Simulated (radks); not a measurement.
Problem. Spherical quantum dot in the effective-mass picture: electrons in a parabolic well V = omega^2 r^2 / 2 with omega = 2.8, with a point charge +1 (a donor) at the centre, all in effective atomic units (hartree* = m*/eps^2 hartree, bohr* = eps/m* bohr), one dielectric constant everywhere. Calculated with a radial shooting solver with Libxc functionals: non-relativistic Kohn-Sham, exchange-only LDA, spin-polarised, spherical densities. Levels are named by radial order and angular momentum (1s, 1p, 1d, 2s, ...), and open shells are averaged over m. Each electron was tried in the lowest free levels, single moves between levels near the top were tried too, and the lowest total energy was kept; such a search can miss a lower state. Give the order in which the levels fill up to N = 44, the shell closures and the spin along the way.

Solution. Shells are first occupied in the order 1s, 1p, 2s, 1d, 1f, 2p, 1g. Open shells at each N (closed shells left out): 1: 1s(up 1, down 0); 2: none; 3: 1p(up 1, down 0); 4: 1p(up 2, down 0); 5: 1p(up 3, down 0); 6: 1p(up 3, down 1); 7: 1p(up 3, down 2); 8: none; 9: 2s(up 1, down 0); 10: none; 11: 1d(up 1, down 0); 12: 1d(up 2, down 0); 13: 1d(up 3, down 0); 14: 1d(up 5, down 0) 2s(up 1, down 0); 15: 1d(up 5, down 0); 16: 1d(up 5, down 1); 17: 1d(up 5, down 2); 18: 1d(up 5, down 3); 19: 1d(up 5, down 4); 20: none; 21: 1f(up 1, down 0); 22: 1f(up 2, down 0); 23: 1f(up 3, down 0); 24: 1f(up 4, down 0); 25: 1f(up 5, down 0); 26: 1f(up 6, down 0); 27: 1f(up 7, down 0); 28: 1f(up 7, down 1); 29: 1f(up 7, down 2); 30: 1f(up 7, down 3); 31: 1f(up 7, down 4); 32: 1f(up 7, down 5); 33: 1f(up 7, down 6); 34: none; 35: 2p(up 1, down 0); 36: 2p(up 2, down 0); 37: 2p(up 3, down 0); 38: 2p(up 3, down 1); 39: 2p(up 3, down 2); 40: none; 41: 1g(up 1, down 0); 42: 1g(up 2, down 0); 43: 1g(up 3, down 0); 44: 1g(up 4, down 0). All shells are closed at N = 2, 8, 10, 20, 34, 40 (there: 1s2 1p6 1d10 2s2 1f14 2p6). Largest 2S: 7, at N = 27.
